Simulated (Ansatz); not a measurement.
Start from `C#COC=O` and change one atom or group to get `O=C[O][GeH3]`.

Ansatz, PBE0-D4/def2-TZVP geometries, multiplicity 1. Each molecule was computed in one conformer, which needn't be the lowest.

Scalar relativity is left out up to krypton.

```json
{"property": "HOMO–LUMO gap (PBE0/def2-TZVPP) / eV", "`C#COC=O`": "6.93"}
{"property": "LUMO energy (ωB97M-V/def2-TZVPP) / eV", "`C#COC=O`": "1.32"}
{"property": "size of the dipole moment (PBE/def2-TZVPP) / D", "`C#COC=O`": "1.36"}
{"property": "HOMO energy (PBE/def2-TZVPP) / eV", "`C#COC=O`": "-6.71"}
{"property": "HOMO–LUMO gap (B3LYP/def2-TZVPP) / eV", "`C#COC=O`": "6.41"}
{"property": "size of the dipole moment (ωB97M-V/def2-TZVPP) / D", "`C#COC=O`": "1.45"}
```

Task: What does the change do to each property? (Estimate.)

Result: Computed: 
```json
{"property": "HOMO–LUMO gap (PBE0/def2-TZVPP) / eV", "`O=C[O][GeH3]`": "8.34", "shift": "1.41"}
{"property": "LUMO energy (ωB97M-V/def2-TZVPP) / eV", "`O=C[O][GeH3]`": "1.86", "shift": "0.54"}
{"property": "size of the dipole moment (PBE/def2-TZVPP) / D", "`O=C[O][GeH3]`": "1.69", "shift": "0.33"}
{"property": "HOMO energy (PBE/def2-TZVPP) / eV", "`O=C[O][GeH3]`": "-6.71", "shift": "0.00"}
{"property": "HOMO–LUMO gap (B3LYP/def2-TZVPP) / eV", "`O=C[O][GeH3]`": "7.79", "shift": "1.38"}
{"property": "size of the dipole moment (ωB97M-V/def2-TZVPP) / D", "`O=C[O][GeH3]`": "1.77", "shift": "0.32"}
```

With PBE0 the HOMO falls by 0.42 eV and the LUMO rises by 0.99 eV, so the gap widens by about 1.41 eV. PBE moves the HOMO by 0.00 eV and ωB97M-V by -0.63 eV. Dipoles are sizes alone; their direction can turn.

B3LYP here is the variant with VWN-RPA as its local correlation; programs differ in this.
